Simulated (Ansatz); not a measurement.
One change: `C#C[Si](Cl)(Cl)Cl` becomes `C#C[SiH](Cl)Cl`.

Ansatz, PBE0-D4/def2-TZVP geometries, multiplicity 1. 

```csv
property,`C#C[Si](Cl)(Cl)Cl`
size of the dipole moment (PBE/def2-TZVPP) / D,1.73
HOMO–LUMO gap (PBE/def2-TZVPP) / eV,5.80
HOMO–LUMO gap (B3LYP/def2-TZVPP) / eV,7.55
HOMO–LUMO gap (ωB97M-V/def2-TZVPP) / eV,12.34
HOMO energy (ωB97M-V/def2-TZVPP) / eV,-11.17
LUMO energy (ωB97M-V/def2-TZVPP) / eV,1.17
```

Task: Give the same properties after the change, and the shifts. (An estimate is asked.)

Result: Computed: 
| property | `C#C[SiH](Cl)Cl` | shift |
| --- | --- | --- |
| size of the dipole moment (PBE/def2-TZVPP) / D | 1.70 | -0.03 |
| HOMO–LUMO gap (PBE/def2-TZVPP) / eV | 5.73 | -0.07 |
| HOMO–LUMO gap (B3LYP/def2-TZVPP) / eV | 7.47 | -0.08 |
| HOMO–LUMO gap (ωB97M-V/def2-TZVPP) / eV | 12.22 | -0.12 |
| HOMO energy (ωB97M-V/def2-TZVPP) / eV | -11.04 | 0.13 |
| LUMO energy (ωB97M-V/def2-TZVPP) / eV | 1.18 | 0.01 |

With PBE0 the HOMO rises by 0.14 eV and the LUMO rises by 0.06 eV, so the gap narrows by about 0.08 eV. PBE moves the HOMO by 0.12 eV and ωB97M-V by 0.13 eV. Dipoles are sizes alone; their direction can turn.

B3LYP here is the variant with VWN-RPA as its local correlation; programs differ in this.
